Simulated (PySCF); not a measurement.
CH₄FGaO, SMILES [CH3][Ga]([OH])[F]. Atoms are numbered in the order given.

```xyz
8

Ga     0.0113    -0.0009     0.0000
F     -1.5635     0.7894     0.0000
C      0.1968    -1.9280     0.0000
H     -0.2919    -2.3495     0.8904
H      1.2583    -2.2096     0.0000
H     -0.2919    -2.3495    -0.8904
O      1.3507     1.1645     0.0000
H      1.0616     2.0835     0.0000
```

The structure is a stationary point at PBE0-D3(BJ)/def2-SVP. The structure was generated by enumeration; whether it is a known compound was not checked. Other conformers were not sampled.

Method: PySCF with PBE/pcSseg-1.

GIAO shieldings, no solvent; atoms alike by connectivity are averaged. δ = σ(ref) − σ: ¹⁹F against CFCl3 (σ = 133.6 ppm); ¹³C against TMS (σ = 182.0 ppm); ¹H against TMS (σ = 31.49 ppm); ¹⁷O against H2O (σ = 334.3 ppm), references at their B3LYP-D3(BJ)/def2-TZVP geometries, non-relativistic.

| atoms | nucleus | count | δ (ppm) |
|---|---|---|---|
| F2 | ¹⁹F | 1 | (withheld) |
| C3 | ¹³C | 1 | -8.6 |
| H8 | ¹H | 1 | 2.71 |
| H4, H5, H6 | ¹H | 3 | 0.64 |
| O7 | ¹⁷O | 1 | (withheld) |

Fill in the missing entries. (Estimate from the structure and the level; the computed values follow.)


- F2, δ (ppm): -144.0
- O7, δ (ppm): 89.5
